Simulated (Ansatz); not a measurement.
Reactions of `C[SiH2]OB[SiH3]`.

Computed with Ansatz on PBE0-D4/def2-TZVP structures; ΔE is electronic, products minus reactants. CCSD(T)/CBS adds triple-zeta CCSD(T) − MP2 to the extrapolated MP2 energy (def2 sets, frozen cores). This one scheme is used for every species. For Mg outer-core shells are correlated without core-valence functions, which leaves a few kJ/mol of doubt a bond. Each species was taken in one conformer, which may not be the lowest.

Order these by ΔE at CCSD(T)/CBS, lowest first. (Estimate.)
A. `C[SiH2]OB[SiH3]` + `O[Si]1(Cl)CO1` → `[SiH3]O[Si]1(Cl)CO1` + `BO[SiH2]C`
B. `C[SiH2]OB[SiH3]` + `CO[SiH2]S` → `CO[SiH2]S[SiH3]` + `BO[SiH2]C`
C. `C[SiH2]OB[SiH3]` + `N=C=CN` → `N=C=CNB[SiH3]` + `C[SiH2]O`
D. `C[SiH2]OB[SiH3]` + HCl → `[SiH3]BCl` + `C[SiH2]O`
E. `C[SiH2]OB[SiH3]` + `C[O][Mg][OH]` → `C[O][Mg][O]C` + `[SiH3]BO[SiH3]`
F. `C[SiH2]OB[SiH3]` + H–F → `FB[SiH3]` + `C[SiH2]O`
G. `C[SiH2]OB[SiH3]` + `C=NCO` → `C=NCO[SiH3]` + `BO[SiH2]C`

A (-30.3 kcal/mol), G (-27.0 kcal/mol), B (-22.3 kcal/mol), C (-5.8 kcal/mol), F (+1.4 kcal/mol), D (+9.8 kcal/mol), E (+26.0 kcal/mol).

Largest T1 diagnostic: 0.016, for `N=C=CNB[SiH3]`.
